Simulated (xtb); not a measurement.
trichloroethylene (C₂HCl₃), singlet, geometry from GFN2-xTB, atoms displaced at random by about 0.05 Å a coordinate. Base run: GFN2-xTB run with xtb.

Here is a job for xtb.
```
$ xtb mol.xyz --gfn 2 --opt --json

# file mol.xyz
6

Cl     2.11621073     0.70666879     0.03734101
C      0.93889381    -0.55333592    -0.03148219
C     -0.37967949    -0.26288796     0.03865835
Cl    -0.98110541     1.32458852     0.08189569
Cl    -1.52138952    -1.61615158    -0.03345564
H      1.30382868    -1.60099754     0.03549336
```

Each row names what was changed in the base input (with any setting that the change needs).

```tsv
change	ΔE vs base (µEh)	optimiser steps
base	0.0	9
opt level = tight	0.0	9
alpb = methanol	-6610	9
opt level = sloppy	22.6	6
opt level = lax	6.6	7
opt level = extreme	0.0	11
opt level = loose	6.6	7
engine = lbfgs	0.9	-
engine = inertial	10.9	-
opt level = vtight	0.0	10
```
